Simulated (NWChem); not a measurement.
Everything below was run with NWChem. System: C$_{2}$H$_{3}$Cl$_{2}$FSi, charge 0, spin multiplicity 1, at a geometry optimised with B3LYP/def2-SVP. The structure started from a generated list of species. Level: PBE/def2-SVP.

The NWChem input:

```
start mol
memory heap 200 mb stack 800 mb global 1000 mb
geometry units angstroms nocenter noautoz
  F      0.111713    -2.038496     0.000000
  C      0.444766    -0.733614     0.000000
  Si     2.307700    -0.347214     0.000000
  C     -0.550022     0.173936     0.000000
  Cl    -2.220308    -0.264614     0.000000
  Cl    -0.193395     1.874310     0.000000
  H      2.672797     0.430647     1.215562
  H      2.672797     0.430647    -1.215562
  H      3.005664    -1.660605     0.000000
  symmetry group Cs
end
basis spherical
  * library def2-svp
end
dft
  xc xpbe96 cpbe96
  semidirect memsize 60000000 filesize 0
  iterations 100
end
task dft energy
```

NWChem printed:

```
             Northwest Computational Chemistry Package (NWChem) 7.3.0
             --------------------------------------------------------

                                NWChem Input Module
                                -------------------

 Scaling coordinates for geometry "geometry" by  1.889725989
 (inverse scale =  0.529177249)

 Turning off AUTOSYM since
 SYMMETRY directive was detected!

                             Geometry "geometry" -> ""
                             -------------------------

 Output coordinates in angstroms (scale by  1.889725989 to convert to a.u.)

  No.       Tag          Charge          X              Y              Z
 ---- ---------------- ---------- -------------- -------------- --------------
    1 F                    9.0000     0.11171300    -2.03849600     0.00000000
    2 C                    6.0000     0.44476600    -0.73361400     0.00000000
    3 Si                  14.0000     2.30770000    -0.34721400     0.00000000
    4 C                    6.0000    -0.55002200     0.17393600     0.00000000
    5 Cl                  17.0000    -2.22030800    -0.26461400     0.00000000
    6 Cl                  17.0000    -0.19339500     1.87431000     0.00000000
    7 H                    1.0000     2.67279700     0.43064700     1.21556200
    8 H                    1.0000     2.67279700     0.43064700    -1.21556200
    9 H                    1.0000     3.00566400    -1.66060500     0.00000000

 Effective nuclear repulsion energy (a.u.)     416.6060214800

            Nuclear Dipole moment (a.u.)
            ----------------------------
        X                 Y               Z
 ---------------- ---------------- ----------------
    -0.0000226767    -0.0000132281     0.0000000000

      Symmetry information
      --------------------

 Group name             Cs
 Group number              2
 Group order               2
 No. of unique centers     8

      Symmetry unique atoms

     1    2    3    4    5    6    7    9


 Summary of "ao basis" -> "" (spherical)
 ------------------------------------------------------------------------------
       Tag                 Description            Shells   Functions and Types
 ---------------- ------------------------------  ------  ---------------------
 *                          def2-svp                  on all atoms

  pbe96 is a nonlocal functional; adding pw91lda local functional.

                                 NWChem DFT Module
                                 -----------------

 Summary of "ao basis" -> "ao basis" (spherical)
 ------------------------------------------------------------------------------
       Tag                 Description            Shells   Functions and Types
 ---------------- ------------------------------  ------  ---------------------
 F                          def2-svp                 6       14   3s2p1d
 C                          def2-svp                 6       14   3s2p1d
 Si                         def2-svp                 8       18   4s3p1d
 Cl                         def2-svp                 8       18   4s3p1d
 H                          def2-svp                 3        5   2s1p

 Summary of "ao basis" -> "ao basis" (spherical)
 ------------------------------------------------------------------------------
       Tag                 Description            Shells   Functions and Types
 ---------------- ------------------------------  ------  ---------------------
 F                          def2-svp                 6       14   3s2p1d
[...]
 d= 0,ls=0.0,diis     5  -1386.4694668375 -1.75D-02  8.66D-04  1.26D-02     5.3
  Resetting Diis
 d= 0,ls=0.0,diis     6  -1386.4710619854 -1.60D-03  2.71D-04  1.32D-03     6.0
 d= 0,ls=0.0,diis     7  -1386.4712149626 -1.53D-04  1.18D-04  3.45D-05     6.7
 d= 0,ls=0.0,diis     8  -1386.4712089097  6.05D-06  7.07D-05  1.02D-04     7.3
 d= 0,ls=0.0,diis     9  -1386.4712186557 -9.75D-06  1.15D-05  2.46D-06     7.8
 d= 0,ls=0.0,diis    10  -1386.4712189009 -2.45D-07  2.57D-06  6.45D-08     8.4

         Total DFT energy =    -1386.471218900875
      One electron energy =    -2744.453344030197
           Coulomb energy =     1040.414981239200
    Exchange-Corr. energy =      -99.038877589835
 Nuclear repulsion energy =      416.606021479957

 Numeric. integr. density =       72.000006303044

     Total iterative time =      8.0s

                  Occupations of the irreducible representations
                  ----------------------------------------------

                     irrep           alpha         beta
                     --------     --------     --------
                     a'               28.0         28.0
                     a"                8.0          8.0

                       DFT Final Molecular Orbital Analysis
                       ------------------------------------

 Vector   34  Occ=2.000000D+00  E=-2.965719D-01  Symmetry=a"
              MO Center= -1.1D+00,  7.6D-01,  2.0D-12, r^2= 3.5D+00
   Bfn.  Coefficient  Atom+Function         Bfn.  Coefficient  Atom+Function
  ----- ------------  ---------------      ----- ------------  ---------------
    73      0.458450  5 Cl pz                91     -0.459261  6 Cl pz
    70      0.349166  5 Cl pz                88     -0.346759  6 Cl pz
    67      0.201837  5 Cl pz                85     -0.200289  6 Cl pz
    97      0.051908  7 H  s                102     -0.051908  8 H  s
    38      0.049214  3 Si pz                 6      0.040847  1 F  pz

 Vector   35  Occ=2.000000D+00  E=-2.817402D-01  Symmetry=a'
              MO Center= -1.2D+00,  3.9D-01,  9.4D-14, r^2= 4.1D+00
   Bfn.  Coefficient  Atom+Function         Bfn.  Coefficient  Atom+Function
  ----- ------------  ---------------      ----- ------------  ---------------
    72      0.508606  5 Cl py                69      0.391461  5 Cl py
    89      0.390039  6 Cl px                86      0.303053  6 Cl px
    66      0.224868  5 Cl py                83      0.173252  6 Cl px
   107      0.098448  9 H  s                108      0.080794  9 H  s
    71     -0.063561  5 Cl px                37     -0.059195  3 Si py

 Vector   36  Occ=2.000000D+00  E=-2.199871D-01  Symmetry=a"
              MO Center= -2.8D-01, -1.4D-01,  8.6D-16, r^2= 3.4D+00
   Bfn.  Coefficient  Atom+Function         Bfn.  Coefficient  Atom+Function
  ----- ------------  ---------------      ----- ------------  ---------------
    20      0.366025  2 C  pz                52      0.336010  4 C  pz
    73     -0.320534  5 Cl pz                91     -0.304213  6 Cl pz
     6      0.266237  1 F  pz                23      0.214934  2 C  pz
    55      0.212999  4 C  pz                70     -0.212050  5 Cl pz
     9     -0.207015  1 F  pz                88     -0.205151  6 Cl pz

 Vector   37  Occ=0.000000D+00  E=-6.221620D-02  Symmetry=a"
              MO Center=  2.8D-01, -2.4D-01, -1.8D-15, r^2= 3.4D+00
   Bfn.  Coefficient  Atom+Function         Bfn.  Coefficient  Atom+Function
  ----- ------------  ---------------      ----- ------------  ---------------
    55      0.507516  4 C  pz                52      0.449106  4 C  pz
    23     -0.431220  2 C  pz                20     -0.395008  2 C  pz
    41     -0.388303  3 Si pz                98      0.322718  7 H  s
   103     -0.322718  8 H  s                 73     -0.228513  5 Cl pz
    91     -0.213179  6 Cl pz                 6     -0.179858  1 F  pz

 Vector   38  Occ=0.000000D+00  E=-2.518405D-02  Symmetry=a'
              MO Center= -4.7D-01, -1.3D-01,  1.4D-14, r^2= 5.0D+00
   Bfn.  Coefficient  Atom+Function         Bfn.  Coefficient  Atom+Function
  ----- ------------  ---------------      ----- ------------  ---------------
    49      0.714228  4 C  s                 71     -0.709447  5 Cl px
    64     -0.535543  5 Cl s                 53     -0.498208  4 C  px
    40     -0.487155  3 Si py                48      0.413570  4 C  s
   108     -0.383642  9 H  s                 50     -0.324982  4 C  px
    68     -0.268215  5 Cl px                89      0.243254  6 Cl px

 Vector   39  Occ=0.000000D+00  E=-2.137037D-02  Symmetry=a'
              MO Center=  9.8D-02,  6.0D-01, -3.7D-15, r^2= 4.0D+00
   Bfn.  Coefficient  Atom+Function         Bfn.  Coefficient  Atom+Function
  ----- ------------  ---------------      ----- ------------  ---------------
    90      0.732570  6 Cl py                54      0.571799  4 C  py
    82     -0.503251  6 Cl s                 39      0.500400  3 Si px
    49      0.451944  4 C  s                 51      0.423617  4 C  py
    48      0.347096  4 C  s                 17      0.339201  2 C  s
    32     -0.335320  3 Si s                 87      0.287785  6 Cl py

 center of mass
 --------------
 x =  -0.13872183 y =   0.00427177 z =   0.00000000

 moments of inertia (a.u.)
 ------------------
         787.660243000159          95.074936306790           0.000000000000
          95.074936306790        1266.423688427627           0.000000000000
           0.000000000000           0.000000000000        2032.812485105846

     Multipole analysis of the density
     ---------------------------------

     L   x y z        total         alpha         beta         nuclear
     -   - - -        -----         -----         ----         -------
     0   0 0 0     -0.000000    -36.000000    -36.000000     72.000000

     1   1 0 0      0.332400      0.166211      0.166211     -0.000023
     1   0 1 0      0.198394      0.099203      0.099203     -0.000013
     1   0 0 1     -0.000000     -0.000000     -0.000000      0.000000

     2   2 0 0    -39.191738   -350.695408   -350.695408    662.199079
     2   1 1 0     -0.030575     26.164946     26.164946    -52.360466
     2   1 0 1      0.000000      0.000000      0.000000      0.000000
     2   0 2 0    -41.986244   -211.220462   -211.220462    380.454680
     2   0 1 1     -0.000000     -0.000000     -0.000000      0.000000
     2   0 0 2    -41.389343    -25.971244    -25.971244     10.553145

 Task  times  cpu:        8.5s     wall:        8.5s

 Total times  cpu:        8.6s     wall:        8.6s
```
